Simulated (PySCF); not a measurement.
A structure optimised at TPSSh-D3(BJ)/def2-SVP, used in a PySCF frequency run:

```
Ti
O 1 1.5869
Cl 1 2.2233 2 114.53
Cl 1 2.2233 2 114.53 3 164.25
```

Write its SMILES, formula and point group.

[O]=[Ti]([Cl])[Cl], Cl2OTi, Cs

What are its rotational constants (standard atomic weights)?

5.5314, 1.7702, 1.3472 GHz
